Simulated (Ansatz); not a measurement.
System: C3H2O (charge 0, singlet). SMILES: C(C#C)=O
Geometry: optimised at B3LYP-D3(BJ)/def2-TZVP (Ansatz, a program for electronic structure).

Computed values are from Ansatz. Cores are frozen in the correlated levels unless marked. Open shells are spin-unrestricted. No spin-orbit coupling. No relativistic terms. CBS marks a two-point X^-3 extrapolation of the correlation energy; Hartree-Fock from the larger set. The bracket is a focal-point correction in the basis named.

```
Property                                                                                        Result
---------------------  -------------------------------------------------------------------------------
atomisation energy De  660.6 kcal/mol at RI-MP2/CBS(aug-cc-pVTZ,aug-cc-pVQZ)+[CCSD(T)-MP2]/aug-cc-pVTZ
total energy             -190.4329 Eh at RI-MP2/CBS(aug-cc-pVTZ,aug-cc-pVQZ)+[CCSD(T)-MP2]/aug-cc-pVTZ
dipole moment                                                            2.79 D at CCSD(T)/aug-cc-pVDZ
T1 diagnostic                                                                0.016 at CCSD/aug-cc-pVTZ
```

The Hartree-Fock reference is unstable (checked in the largest basis), which strains HF and MP2.
